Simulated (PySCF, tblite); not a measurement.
Task: Give a GFN2-xTB geometry of `COC[SiH](O)O`.

Result: 
```
atom  x, y, z in Å
C1    -2.3362   -0.0601   -0.3711
O2    -0.9662   -0.3090   -0.2056
C3    -0.2401    0.8341    0.2234
Si4    1.5562    0.2540    0.4485
O5     2.0547   -0.5949   -0.8474
O6     2.4694    1.5894    0.5452
H7    -2.5096    0.7154   -1.1287
H8    -2.7923   -0.9937   -0.6967
H9    -2.7976    0.2636    0.5707
H10   -0.6695    1.2187    1.1561
H11   -0.3328    1.6349   -0.5223
H12    1.6943   -0.5664    1.6509
H13    1.4627   -1.2424   -1.2207
H14    3.4063    1.5358    0.3754
```

Orientation and origin are arbitrary. Atoms count from 1 in this order. Of the pairs four or more bonds apart, H9···H10 is among the closest relative to their van der Waals radii: 2.40 Å, 100 % of the sum of Bondi's values. Si4 (oxygen-bound silicon) is tetrahedral (angles from 106.7° to 111.1°). O2 (ether oxygen) is bent (angle 113.1°).

Bonds between heavy atoms (Å): C1–O2 1.402, O2–C3 1.421, C3–Si4 1.901, Si4–O5 1.627, Si4–O6 1.621.

Structure optimised with GFN2-xTB, isolated species.

Point group: C1 (no symmetry element, even within 0.4 Å). Its GFN2-xTB frequencies are all real (lowest 50 cm⁻¹). One conformer, not necessarily the lowest (C1–O2–C3–Si4 178°, O2–C3–Si4–O5 48°, C3–Si4–O5–H -44°, C3–Si4–O6–H -160°). 2 starts were optimised and ended at 0.00 and 1.90 kcal/mol (GFN2-xTB); the lowest of these is shown.

The numbers are calculated, not measured.
